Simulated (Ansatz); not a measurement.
ClFGa (`[F][Ga][Cl]`) radical, 3 atoms. The species carries charge 0 and has multiplicity 2. Correlated methods include outer-core shells of Ga, which these sets cover unevenly. Scalar relativity is left out up to krypton. All runs use 2 threads of a server CPU on a shared host. Correlated methods freeze the cores. Open-shell runs search over several starts.

Question: Give the basis size and wall time and peak host memory of each of these runs in Ansatz. UKS B3LYP-D4/def2-TZVPP energy and forces; UKS ωB97M-V/def2-QZVPP energy; UKS r2SCANh-D4/def2-TZVPP energy; UHF-CCSD(T)/def2-TZVPP energy; UKS PBE0-D4/def2-TZVP relaxation (5 steps); UKS r2SCAN-D4/def2-TZVPP energy and forces; UHF-CCSD(T)/def2-SVP energy; UKS ωB97M-V/def2-SVP energy; direct RPA on PBE orbitals/def2-TZVPP energy; UKS revPBE-D4/def2-TZVPP energy; UKS PBE0-D4/def2-TZVP frequencies; UKS PBE0-D4/def2-SVP energy. (Estimate.)

Answer: The calculation gave: Other jobs shared the machine, so times are rough.

| level | job | functions | wall time | peak host memory (GiB) |
| --- | --- | --- | --- | --- |
| UKS PBE0-D4/def2-SVP | energy | 64 | 0.8 s | 0.18 |
| UKS revPBE-D4/def2-TZVPP | energy | 121 | 1.1 s | 0.17 |
| UHF-CCSD(T)/def2-SVP | energy | 64 | 1.4 s | 0.22 |
| UKS r2SCAN-D4/def2-TZVPP | energy and forces | 121 | 2.3 s | 0.21 |
| UKS ωB97M-V/def2-SVP | energy | 64 | 2.9 s | 0.29 |
| UKS B3LYP-D4/def2-TZVPP | energy and forces | 121 | 3.6 s | 0.32 |
| direct RPA on PBE orbitals/def2-TZVPP | energy | 121 | 3.8 s | 0.25 |
| UKS r2SCANh-D4/def2-TZVPP | energy | 121 | 4.5 s | 0.34 |
| UKS ωB97M-V/def2-QZVPP | energy | 216 | 7.5 s | 0.85 |
| UKS PBE0-D4/def2-TZVP | relaxation (5 steps) | 116 | 8.5 s | 0.31 |
| UHF-CCSD(T)/def2-TZVPP | energy | 121 | 8.5 s | 0.83 |
| UKS PBE0-D4/def2-TZVP | frequencies | 116 | 15 s | 0.3 |

B3LYP here is the variant with VWN-RPA as its local correlation; programs differ in this.
